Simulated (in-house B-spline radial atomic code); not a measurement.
Radial electron density of Nb5+, [Ar] 3d10 4s2 4p6. Computed with an all-electron radial atomic-structure program (B-spline basis): non-relativistic B3LYP, spin-polarised, spherical fractional occupations, exact exchange averaged over the configuration, point nucleus.

Columns: r (bohr), 4πr²n(r) (electrons per bohr), bar.

```
 0.00156    1.292 #
 0.00189    1.845 #
 0.00229    2.622 ##
 0.00278    3.712 ###
 0.00338    5.223 ####
  0.0041    7.246 #####
 0.00497    9.915 #######
 0.00603    13.38 #########
 0.00732    17.75 ############
 0.00888       23 ################
  0.0108    29.09 ####################
  0.0131    35.53 #########################
  0.0159    41.78 #############################
  0.0192    46.84 #################################
  0.0234    50.12 ###################################
  0.0283    50.68 ####################################
  0.0344    48.69 ##################################
  0.0417    45.45 ################################
  0.0506    43.23 ##############################
  0.0614    44.48 ###############################
  0.0745    50.03 ###################################
  0.0905    57.74 #########################################
    0.11     62.7 ############################################
   0.133    60.62 ###########################################
   0.162    51.55 ####################################
   0.196    42.14 ##############################
   0.238    39.09 ###########################
   0.289    43.42 ##############################
    0.35     47.6 #################################
   0.425    43.59 ###############################
   0.516    31.32 ######################
   0.626    18.45 #############
   0.759    11.45 ########
   0.922     9.88 #######
    1.12    9.237 ######
    1.36    6.814 #####
    1.65    3.582 ###
       2    1.293 #
    2.42   0.3113 
    2.94   0.0443 
    3.57 0.003418 
    4.33 0.0001284
```

On this grid the curve has 3 maxima, near 0.0283, 0.11, 0.35 bohr.

The 4s down radial function P(r) = rR(r), positive near the nucleus:

| r (bohr) | P |
| --- | --- |
| 0.000488 | 0.01368 |
| 0.000718 | 0.01993 |
| 0.00106 | 0.02901 |
| 0.00156 | 0.04182 |
| 0.00229 | 0.05954 |
| 0.00338 | 0.08392 |
| 0.00497 | 0.1152 |
| 0.00732 | 0.153 |
| 0.0108 | 0.1924 |
| 0.0159 | 0.2205 |
| 0.0234 | 0.2137 |
| 0.0344 | 0.139 |
| 0.0506 | -0.02727 |
| 0.0745 | -0.2505 |
| 0.11 | -0.3783 |
| 0.162 | -0.1894 |
| 0.238 | 0.3011 |
| 0.35 | 0.5896 |
| 0.516 | 0.1161 |
| 0.759 | -0.7712 |
| 1.12 | -1.076 |
| 1.65 | -0.6032 |
| 2.42 | -0.1428 |
| 3.57 | -0.01049 |
